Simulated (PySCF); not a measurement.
H5ClOSi2, singlet, geometry from GFN2-xTB; B3LYP/6-31G, TDA run with PySCF.

Here is a job for PySCF.
```python
from pyscf import gto, scf, dft, tdscf

mol = gto.Mole()
mol.atom = '''
    Si   -2.12542774   -0.01999325   -0.65768460
    O    -0.50588154    0.08430729   -0.76578103
    Si    1.07396114    0.09045267   -0.45929182
    Cl    1.36098185   -0.10919428    1.51315373
    H    -2.47165327   -1.31769804   -1.23085735
    H    -2.61632270    1.10826630   -1.44291624
    H    -2.48917871    0.07702883    0.75339044
    H     1.56934170    1.38808408   -0.89182970
    H     1.63870652   -1.06026869   -1.14748252
'''
mol.basis = '6-31g'
mol.verbose = 4
mol.build()

mf = dft.RKS(mol)
mf.xc = 'b3lyp'
mf.kernel()
td = mf.TDA()
td.nstates = 5
td.kernel()
td.analyze()
```

Write the output that PySCF gives for this input, abridged.


```
PySCF version 2.14.0

[INPUT] verbose = 4
[INPUT] num. atoms = 9
[INPUT] num. electrons = 58
[INPUT] charge = 0
[INPUT] spin (= nelec alpha-beta = 2S) = 0
[INPUT] symmetry False subgroup None
[INPUT] Mole.unit = angstrom
[INPUT] Symbol           X                Y                Z      unit          X                Y                Z       unit  Magmom
[INPUT]  1 Si    -2.125427740000  -0.019993250000  -0.657684600000 AA   -4.016476326153  -0.037781766840  -1.242843770344 Bohr   0.0
[INPUT]  2 O     -0.505881540000   0.084307290000  -0.765781030000 AA   -0.955977562073   0.159317688404  -1.447116418087 Bohr   0.0
[INPUT]  3 Si     1.073961140000   0.090452670000  -0.459291820000 AA    2.029492423026   0.170930773536  -0.867935751053 Bohr   0.0
[INPUT]  4 Cl     1.360981850000  -0.109194280000   1.513153730000 AA    2.571882957004  -0.206347283569   2.859446134064 Bohr   0.0
[INPUT]  5 H     -2.471653270000  -1.317698040000  -1.230857350000 AA   -4.670747755186  -2.490088410476  -2.325983289908 Bohr   0.0
[INPUT]  6 H     -2.616322700000   1.108266300000  -1.442916240000 AA   -4.944133356483   2.094319780085  -2.726716514287 Bohr   0.0
[INPUT]  7 H     -2.489178710000   0.077028830000   0.753390440000 AA   -4.703866036998   0.145563392396   1.423701596466 Bohr   0.0
[INPUT]  8 H      1.569341700000   1.388084080000  -0.891829700000 AA    2.965626008859   2.623098749069  -1.685313882753 Bohr   0.0
[INPUT]  9 H      1.638706520000  -1.060268690000  -1.147482520000 AA    3.096706521339  -2.003617442551  -2.168427695526 Bohr   0.0

nuclear repulsion = 280.817842026891
number of shells = 36
number of NR pGTOs = 180
number of NR cGTOs = 58
basis = 6-31g
ecp = {}

******** <class 'pyscf.dft.rks.RKS'> ********
method = RKS
initial guess = minao
damping factor = 0
level_shift factor = 0
DIIS = <class 'pyscf.scf.diis.CDIIS'>
diis_start_cycle = 1
diis_space = 8
diis_damp = 0
SCF conv_tol = 1e-09
SCF conv_tol_grad = None
SCF max_cycles = 50
direct_scf = True
direct_scf_tol = 1e-13
XC library pyscf.dft.libxc version 7.1.2
    S. Lehtola, C. Steigemann, M. J. T. Oliveira, and M. A. L. Marques,  SoftwareX 7, 1–5 (2018)
XC functionals = b3lyp
    P. J. Stephens, F. J. Devlin, C. F. Chabalowski, and M. J. Frisch,  J. Phys. Chem. 98, 11623 (1994)
radial grids:
    Treutler-Ahlrichs [JCP 102, 346 (1995); DOI:10.1063/1.469408] (M4) radial grids

becke partition: Becke, JCP 88, 2547 (1988); DOI:10.1063/1.454033
pruning grids: <function nwchem_prune>
grids dens level: 3
symmetrized grids: False
atomic radii adjust function: <function treutler_atomic_radii_adjust>
small_rho_cutoff = 0
Set gradient conv threshold to 3.16228e-05
Initial guess from minao.
tot grids = 120368
init E= -1117.76346665888
  HOMO = -0.335824194196847  LUMO = -0.0332691889161651  gap/eV = 8.23294
cycle= 1 E= -1117.23558245778  delta_E= 0.528  |g|= 0.834  |ddm|= 2.76
  HOMO = -0.154501426460388  LUMO = 0.0164546666905985  gap/eV = 4.65195
cycle= 2 E= -1116.89626094803  delta_E= 0.339  |g|= 1.55  |ddm|= 2.23
  HOMO = -0.303267358444737  LUMO = -0.00792025387720829  gap/eV = 8.03680
cycle= 3 E= -1117.37164601334  delta_E= -0.475  |g|= 0.133  |ddm|= 1.65
  HOMO = -0.298332289815891  LUMO = 0.00444134821653441  gap/eV = 8.23889
cycle= 4 E= -1117.3765691851  delta_E= -0.00492  |g|= 0.048  |ddm|= 0.276
  HOMO = -0.299605703573266  LUMO = 0.00429429679941129  gap/eV = 8.26954
cycle= 5 E= -1117.37729370004  delta_E= -0.000725  |g|= 0.00705  |ddm|= 0.079
  HOMO = -0.300618113140825  LUMO = 0.00342352849558591  gap/eV = 8.27339
cycle= 6 E= -1117.37731216012  delta_E= -1.85e-05  |g|= 0.000568  |ddm|= 0.0132
  HOMO = -0.300631829380497  LUMO = 0.00344400193418082  gap/eV = 8.27432
cycle= 7 E= -1117.37731226531  delta_E= -1.05e-07  |g|= 5.78e-05  |ddm|= 0.00107
  HOMO = -0.300633892000299  LUMO = 0.00344418278403902  gap/eV = 8.27439
cycle= 8 E= -1117.37731226646  delta_E= -1.14e-09  |g|= 1.66e-05  |ddm|= 0.000132
  HOMO = -0.300632756922013  LUMO = 0.00344366893425385  gap/eV = 8.27434
cycle= 9 E= -1117.37731226655  delta_E= -9.75e-11  |g|= 2.56e-06  |ddm|= 3.15e-05
  HOMO = -0.300632235805362  LUMO = 0.0034440536377498  gap/eV = 8.27434
Extra cycle  E= -1117.37731226655  delta_E= -1.14e-12  |g|= 3.36e-06  |ddm|= 6.41e-06
converged SCF energy = -1117.37731226655

******** <class 'pyscf.tdscf.rks.TDA'> for <class 'pyscf.dft.rks.RKS'> ********
nstates = 5 singlet
deg_eia_thresh = 1.000e-03
wfnsym = None
conv_tol = 1e-05
eigh lindep = 1e-12
eigh level_shift = 0
eigh max_cycle = 100

Excitation energies (eV)
[7.18920167 7.51428888 7.69193575 8.04790323 8.21373258]

** Singlet excitation energies and oscillator strengths **
Excited State   1:      7.18920 eV    172.46 nm  f=0.0008
      29 -> 30       -0.69626
Excited State   2:      7.51429 eV    165.00 nm  f=0.0022
      28 -> 30        0.69868
Excited State   3:      7.69194 eV    161.19 nm  f=0.0069
      29 -> 31       -0.69100
Excited State   4:      8.04790 eV    154.06 nm  f=0.0001
      27 -> 30       -0.66609
      29 -> 32        0.16010
Excited State   5:      8.21373 eV    150.95 nm  f=0.0458
      26 -> 30       -0.25525
      26 -> 31        0.13286
      28 -> 31        0.63239

** Transition electric dipole moments (AU) **
state          X           Y           Z        Dip. S.      Osc.
  1        -0.0066      0.0689      0.0006      0.0048      0.0008
  2        -0.0984     -0.0024      0.0493      0.0121      0.0022
  3         0.0107     -0.1904      0.0012      0.0364      0.0069
  4         0.0087      0.0191      0.0137      0.0006      0.0001
  5         0.4770      0.0130      0.0041      0.2278      0.0458

** Transition velocity dipole moments (imaginary part, AU) **
state          X           Y           Z        Dip. S.      Osc.
  1         0.0024     -0.0656     -0.0060      0.0043      0.0110
  2        -0.0162     -0.0076      0.0825      0.0071      0.0172
  3         0.0022     -0.0408     -0.0003      0.0017      0.0039
  4        -0.0008      0.0551      0.0090      0.0031      0.0070
  5         0.0920      0.0002      0.0344      0.0096      0.0213

** Transition magnetic dipole moments (imaginary part, AU) **
state          X           Y           Z
  1         0.1861      0.0085      0.0886
  2        -0.0416      0.4066      0.0565
  3        -0.6630     -0.1007      0.4371
  4        -0.2069      0.0850     -0.9071
  5         0.0284      0.5852      0.0658
```
